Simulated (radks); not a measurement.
Q: All-electron atom: Pb2+ in [Xe] 4f14 5d10 6s1 5f1 (not the ground configuration). Method: scalar-relativistic Kohn-Sham, SCAN, spin-polarised, spherical densities, finite nucleus; open shells are filled with parallel spins first (spin-orbit coupling, left out, can overturn this in heavy ions); meta-GGA in the generalised Kohn-Sham scheme; Fermi nuclear charge, rms radius 5.5012 fm; computed with a radial shooting solver on a logarithmic mesh with Libxc functionals. Some entries of the table are withheld. Estimate them.

orbital,occ.,eigenvalue (hartree),r(max) (bohr)
1s up,1,-3241.351,0.009845
1s down,1,-3241.349,0.009845
2s up,1,-581.5612,0.05711
2s down,1,-581.5604,0.05711
2p up,3,-498.9616,0.04761
2p down,3,-498.9607,0.04761
3s up,1,-140.7332,0.1610
3s down,1,-140.7327,0.1610
3p up,3,-116.9188,0.1611
3p down,3,-116.9181,0.1611
3d up,5,-92.53789,0.1316
3d down,5,-92.53701,0.1316
4s up,1,-32.75484,0.3624
4s down,1,-32.75447,0.3624
4p up,3,-24.91526,0.3821
4p down,3,-24.91487,0.3822
4d up,5,-15.79503,0.3883
4d down,5,-15.79397,0.3883
5s down,1,-6.22783,0.7890
5s up,1,-6.22132,0.7887
4f up,7,-5.76663,(1)
4f down,7,-5.76442,(2)
5p down,3,-4.06302,0.8836
5p up,3,-4.05606,0.8833
5d up,5,-1.61467,1.065
5d down,5,-1.60375,1.063
6s up,1,-1.19248,1.893
5f up,1,-0.23578,4.495

A: 
(1) 4f up r(max) (bohr): 0.3503
(2) 4f down r(max) (bohr): 0.3503
